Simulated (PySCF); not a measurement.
Start geometry of `CC[O][GeH2][C](F)(F)F` from GFN2-xTB (Å):
```
atom  x, y, z in Å
C1    -2.3667   -0.6419    0.6478
C2    -1.1998    0.3061    0.4811
O3    -0.5236   -0.0596   -0.7197
Ge4    1.0606    0.4473   -1.3284
C5     2.4522   -0.0701    0.0199
F6     2.6343   -1.3886    0.0826
F7     2.1311    0.3259    1.2781
F8     3.6715    0.4856   -0.2274
H9    -2.0506   -1.6415    0.7281
H10   -3.0511   -0.5254   -0.2036
H11   -2.9415   -0.3636    1.5567
H12   -1.5241    1.3513    0.4111
H13   -0.5596    0.2341    1.3410
H14    1.1188    1.9413   -1.5311
H15    1.1332   -0.4187   -2.5434
```

What comes out of this run: PBE0-D3(BJ)/def2-SVP geometry optimisation, gas phase (PySCF 2.14.0)?

```
atom  x, y, z in Å
C1    -2.4541   -0.5240    0.6291
C2    -1.1241    0.1693    0.4570
O3    -0.4805   -0.3564   -0.6859
Ge4    1.0258    0.3469   -1.2924
C5     2.4649   -0.0152    0.0492
F6     2.6490   -1.3250    0.2408
F7     2.1680    0.5256    1.2427
F8     3.6372    0.5041   -0.3421
H9    -2.3070   -1.6077    0.7475
H10   -3.0903   -0.3604   -0.2534
H11   -2.9796   -0.1430    1.5177
H12   -1.2768    1.2623    0.3514
H13   -0.4979    0.0222    1.3571
H14    0.8974    1.8741   -1.4345
H15    1.3507   -0.3905   -2.5914
```

The energy falls by 18.8 kJ/mol over 13 energy and gradient evaluations, the largest force component goes from 0.0456 to 3.4e-04 Eh/bohr, and the atoms move by 0.199 Å rms after alignment. The bond that changes most is C1–H9 (methyl carbon to methyl hydrogen), which lengthens by 0.049 Å. Bonds longer at the end by more than 0.005 Å: 5 of 14; shorter: 4. Among the angles that change most is C2–O3–Ge4, from 129.8° to 121.1°. Among the dihedrals that turn most is C1–C2–O3–Ge4, from -168° to 173°. Rotational constants go from 2159, 880.4, 728.6 to 2281, 877.1, 738.6 MHz. The orientation of the end geometry is arbitrary; only internal coordinates are fixed.

The run used 165 basis functions and 86 SCF cycles in all. The run took 3.7 min on Arm Neoverse V1, one thread, shared host with 32 logical CPUs at a one-minute load of 29, and the process peaked at 0.67 GiB of memory.

No PBE0-D3(BJ)/def2-SVP frequencies stand behind this structure, so it isn't proved a minimum. The numbers are those of one conformer.
